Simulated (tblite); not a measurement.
C8H10 (charge +1 and doublet state).
Z-matrix (Å and degrees, GFN2-xTB geometry), rows numbered from 1:
```
C 
C   1  1.5081
C   2  1.4712  1  119.07
C   3  1.4126  2  123.30  1    -5.33
C   4  1.3735  3  120.33  2   174.77
C   5  1.4049  4  120.14  3     2.57
C   6  1.3993  5  120.40  4    -2.29
C   7  1.3726  6  119.70  5     2.38
H   1  1.0910  2  111.36  3   -61.44
H   1  1.0867  2  109.94  3   179.07
H   1  1.0902  2  111.88  3    58.52
H   2  1.1028  1  109.91  3   126.95
H   2  1.1064  1  109.63  3  -122.49
H   4  1.0786  3  119.86  2    -4.46
H   5  1.0793  4  120.26  3  -178.77
H   6  1.0803  5  119.59  4   175.28
H   7  1.0792  6  119.94  5  -178.90
H   8  1.0803  3  119.08  2     3.85
```

Computed geometry: GFN2-xTB, gas phase. This method treats the open shell by occupation alone, without spin polarisation.

Take the most abundant isotopes and a rigid rotor. The values belong to one conformer with, in the numbering `[CH3:1][CH2:2][C+:3]1[CH:4][CH:5]=[CH:6][CH:7]=[CH:8]1`, C1–C2–C3–C4 -5°.

Task: What are A, B and C (GHz)?

Result: Ia = 106.01, Ib = 339.44, Ic = 438.56 u·Å²; 505379 MHz·u·Å²/I gives 4767, 1489 and 1152 MHz, that is A = 4.7674, B = 1.4889, C = 1.1524 GHz.

Task: What kind of rotor is it?

Result: An asymmetric top; Ray's κ = -0.814.

Task: Is it planar, by Δ = Ic − Ia − Ib?

Result: Not planar: Δ = Ic − Ia − Ib = -6.89 u·Å². For a rigid frame Δ = −2 Σ m c², so Σ m c² = 3.45 u·Å² lies off the ab plane: 3.11 from hydrogen and 0.34 from heavier atoms. The atom farthest from that plane is 1.04 Å away.

Task: List the rotational levels J(Ka,Kc) to J = 2 (K).

Result: Above 0(0,0), as E/k:
J = 1: 1(0,1) 0.127, 1(1,1) 0.284, 1(1,0) 0.300
J = 2: 2(0,2) 0.379, 2(1,2) 0.521, 2(1,1) 0.570, 2(2,1) 1.042, 2(2,0) 1.043
Those of J = 1 are B + C, A + C and A + B.

For this open shell read J as N, the rotation without spin; fine and hyperfine splittings come on top. Its GFN2-xTB frequencies are all real (lowest 44 cm⁻¹). These are rigid-rotor constants of the computed structure; measured ground-state constants (B0) also hold zero-point vibration.
